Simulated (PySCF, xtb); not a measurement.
C3H4BF3, SMILES C/C(=C/F)B(F)F.

GFN2-xTB run with xtb at its own geometry gives an orbital gap of 3.91 eV and a dipole moment of 3.44 D.

Coordinates come from a ωB97X-D3(BJ)/def2-SVP optimisation. The structure was generated by enumeration; whether it is a known compound was not checked. One conformer was computed; it need not be the lowest.

What does B3LYP/def2-TZVP (PySCF) give? (An estimate is asked for; the answer gives what the named calculation found.)

gap 6.11 eV (levels -7.64 and -1.53 eV), dipole 2.73 D.
